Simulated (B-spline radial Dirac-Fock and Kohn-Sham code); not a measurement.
The L3 (2p3/2) hole of scandium ions: width and yield against charge

Model: a relativistic independent-particle model: LDA orbitals of the hole state, radiative multipoles to third order, Auger rates from the Coulomb interaction with a continuum orbital, Dirac-Fock energies. Program: a B-spline atomic structure program. Tabulated ground configurations, configuration averages; single configurations, so decays that open only by mixing (as 1s 2s² with 1s 2p² in Be-like ions) are missing and such tiny yields are far too low.

| ion | configuration | radiative (eV) | non-radiative (eV) | yield |
| --- | --- | --- | --- | --- |
| Sc | [Ar] 3d1 4s2 | 0.000158 | 0.236 | 0.000670 |
| Sc⁺ | [Ar] 3d1 4s1 | 0.000159 | 0.236 | 0.000672 |
| Sc²⁺ | [Ar] 3d1 | 0.000159 | 0.237 | 0.000673 |
| Sc³⁺ | [Ne] 3s2 3p6 | 6.35e-05 | 0.243 | 0.000261 |
| Sc⁶⁺ | [Ne] 3s2 3p3 | 7.83e-05 | 0.0886 | 0.000883 |
| Sc⁷⁺ | [Ne] 3s2 3p2 | 8.42e-05 | 0.0463 | 0.00182 |
| Sc⁸⁺ | [Ne] 3s2 3p1 | 9.04e-05 | 0.0164 | 0.00548 |
| Sc⁹⁺ | [Ne] 3s2 | 9.70e-05 | 0.00377 | 0.0251 |
| Sc¹⁰⁺ | [Ne] 3s1 | 5.08e-05 | 0 | 1.00 |

Values without a named source are computed, but for edge energies of neutral atoms, which are taken from tables.
